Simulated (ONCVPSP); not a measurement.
# dysprosium (Dy), ONCV: configuration errors across variants

- Element: Dy (Z = 66)
- Generator: ONCVPSP 4.0.1
- Type: optimised norm-conserving Vanderbilt (ONCV)
- Functional: PBEsol
- Relativity: scalar-relativistic
- Frozen core: [Kr] 4d10 4f9
- Valence charge: 11
- Reference configuration: 5s2 5p6 5d1 6s1 6p1
- Partial waves: 5s+6s: rc 1.85 bohr, ncon 3, nbas 7, qcut 4.9 1/bohr, 2 projectors; 5p+6p: rc 3.00 bohr, ncon 5, nbas 8, qcut 3.9 1/bohr, 2 projectors; 5d: rc 1.85 bohr, ncon 5, nbas 10, qcut 4.5 1/bohr, local
- Local potential: the d channel
- Core correction: Teter function, fcfact 3.25, rcfact 1.8

All-electron excitation energies from the reference (eV): (1) 5s2 5p6 5d1 6s2 6p0 -3.047; (2) 5s2 5p6 5d1 6s1 6p0 3.822; (3) 5s2 5p6 5d1 6s0 6p0 16.197; (4) 5s2 5p6 5d1 6s0 6p1 7.600.

4 further variants failed, have other tests or another functional or relativity, and are left out.

Errors AE − PS in meV (a dash: test not solved or not reliable):

```tsv
change	(1)	(2)	(3)	(4)	bound ghosts	GHOST(+) flags above zero
base	-1.6	-2.0	-24	-9.3	none	none
core correction Teter function, parameters optimised by the program	+0.9	-1.3	+3.5	-1.5	none	none
p: qcut 5.3	-1.5	-2.0	-23	-8.8	none	none
core correction Teter function, fcfact 3.25, rcfact 1.36	+1.4	-1.2	+5.2	-0.7	none	none
d: nproj 1; local potential polynomial inside 1.35 bohr (lpopt 5, dvloc0 2 Ha)	-1.6	-2.0	-24	-9.3	none	s
p: nproj 3	-1.6	-2.0	-24	-9.3	none	none
p: qcut 5.5	-1.5	-2.0	-23	-8.8	none	none
```

(1) Give the same row for: p: rc 2.68.

Results:

(1) -1.5, -2.0, -23, -8.9; bound ghosts: none; GHOST(+) flags above zero: none.
